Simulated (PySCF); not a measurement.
# Worked example: chemical shift, span and skew from a shielding tensor

Ge(H)(Me)2(OH) (C2H8GeO), SMILES [CH3][GeH]([CH3])[OH]. Atoms are numbered in the order given.

```xyz
12

Ge     0.2754     0.0387     0.0000
C     -0.3349    -0.8855     1.6054
C     -0.3349    -0.8855    -1.6054
O     -0.3232     1.7269     0.0000
H      1.8039     0.2168     0.0000
H     -1.4313    -0.9819     1.6081
H     -0.0302    -0.3337     2.5063
H      0.0976    -1.8967     1.6519
H     -0.0302    -0.3337    -2.5063
H     -1.4313    -0.9819    -1.6081
H      0.0976    -1.8967    -1.6519
H     -1.2841     1.7808     0.0000
```

The structure is a stationary point at PBE0-D3(BJ)/def2-SVP. This is a generated structure with no PubChem entry under its InChIKey; it may be hypothetical. The values are those of a single conformer.

GIAO shieldings from B3LYP/pcSseg-1 (PySCF), non-relativistic, no solvent. The symmetric part of the tensor of C2 has the principal values 166.1, 177.1, 187.2 ppm. The same nucleus in TMS has σ = 181.3 ppm at this level (PySCF, at its B3LYP-D3(BJ)/def2-TZVP geometry).

**Question.** Work out the isotropic shielding, the ¹³C shift against TMS, the span and the skew.

**Answer.** 
σ(iso) = (σ11 + σ22 + σ33)/3 = 176.8 ppm. δ = σ(ref) − σ(iso) = 181.3 − (176.8) = 4.5 ppm.
Span Ω = σ33 − σ11 = 21.1 ppm. Skew κ = 3(σ(iso) − σ22)/Ω = -0.04. Tumbling in solution averages the tensor to δ; in a static solid the shielding alone would spread this spin-1/2 line over Ω.
